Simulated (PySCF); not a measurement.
A structure optimised at PBE-D3(BJ)/def2-SVP, used in a PySCF frequency run:

```xyz
9

Hf     0.0000     0.0000     0.0000
O      1.1210     1.1210    -1.1210
H      1.6769     1.6769    -1.6769
O     -1.1210     1.1210     1.1210
H     -1.6769     1.6769     1.6769
O     -1.1210    -1.1210    -1.1210
H     -1.6769    -1.6769    -1.6769
O      1.1210    -1.1210     1.1210
H      1.6769    -1.6769     1.6769
```
Charge 0, spin multiplicity 1.

Q: Write its SMILES, formula and point group.

A: [OH][Hf]([OH])([OH])[OH], H4HfO4, Td

Q: What are its rotational constants (standard atomic weights)?

A: 2.7537, 2.7537, 2.7537 GHz
